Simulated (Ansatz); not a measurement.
Gas-phase reaction in SMILES: [O]CO -> [O-]CO (an electron is taken up)
Each molecule is optimised on its own at B3LYP-D3(BJ)/def2-TZVP (Ansatz, an electronic-structure program), one conformer each, not searched for the lowest.

Quantity: adiabatic electron affinity (electronic energy difference), positive where the reaction releases energy, in eV. Valence correlation only, unless marked. UHF or UKS for open shells. Spin-orbit coupling is left out. No relativistic terms. Anions need diffuse functions: aug- sets have them; def2-D sets add few; the other sets have none. CBS marks a two-point X^-3 extrapolation of the correlation energy; Hartree-Fock from the larger set. [CCSD(T)-MP2]/basis is that difference in the basis named.

RI-MP2/CBS(aug-cc-pVTZ,aug-cc-pVQZ)+[CCSD(T)-MP2]/aug-cc-pVDZ (Ansatz) gives 2.30 eV.

Question: Another calculation gave 1.94 eV. Which level was it?
(A) B2PLYP/def2-TZVPD (Ansatz)
(B) BLYP/def2-TZVPD (Ansatz)
(C) BHLYP/def2-TZVPD (Ansatz)
(D) PBE0/def2-TZVPD (Ansatz)

Answer: D, PBE0/def2-TZVPD (Ansatz). The others give 2.18 (B2PLYP), 2.06 (BLYP), 1.74 (BHLYP) eV.
